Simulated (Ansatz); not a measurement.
Born–Oppenheimer molecular dynamics of BFH₄SSi (8 atoms, charge 0, multiplicity 1). It starts at the highest image of a converged band. Of that band: A structure lower than the first end lies on the path between it and the top, so the climb from that side starts below the end, which may itself be a saddle point or a shallow side well. A vibrational analysis at the climbing image gives one clearly imaginary mode, 408i cm⁻¹: a first-order saddle point.

Theory: RKS PBE-D4/6-31G* in Ansatz 0.2.0.

```
ensemble                      : NVE (velocity Verlet)
time step                     : 0.5 fs
steps asked                   : 200
starting velocities drawn for : 300 K
seed                          : 7006
```

First frame:

```xyz
8
Properties=species:S:1:pos:R:3
F -1.523 -1.437 0.512
B -0.883 -0.331 0.926
Si 0.640 0.440 0.002
S 1.595 -0.177 -1.822
H -1.294 0.316 1.860
H -0.906 0.850 -0.259
H 1.167 1.779 0.398
H 1.296 -1.497 -1.672
```

(1) How far do the bonds stretch over the last three quarters of this one trajectory? (Pairs bonded in most of those frames.)

Results:

(1) 
| bond | mean (Å) | spread (Å) | shortest | longest |
| --- | --- | --- | --- | --- |
| F1–B2 | 1.361 | 0.024 | 1.31 | 1.40 |
| B2–Si3 | 2.009 | 0.038 | 1.96 | 2.08 |
| B2–H5 | 1.215 | 0.032 | 1.16 | 1.27 |
| B2–H6 | 1.331 | 0.037 | 1.26 | 1.41 |
| Si3–S4 | 2.153 | 0.028 | 2.11 | 2.19 |
| Si3–H7 | 1.508 | 0.018 | 1.48 | 1.54 |
| S4–H8 | 1.363 | 0.020 | 1.33 | 1.39 |

Mean temperature of the second half: 189 K. The conserved energy stayed within 0.1 meV per atom of its start (net change 0.049 meV per atom), so the integration is sound. A run of 0.1 ps of so small a system gives no equilibrium averages. The orbitals stay closed-shell, which can raise the energy where a bond breaks towards radicals; this wasn't checked here.

Time of the run: 12 min on 1 thread of Arm Neoverse N1, on a shared host, peak memory 0.15 GiB.
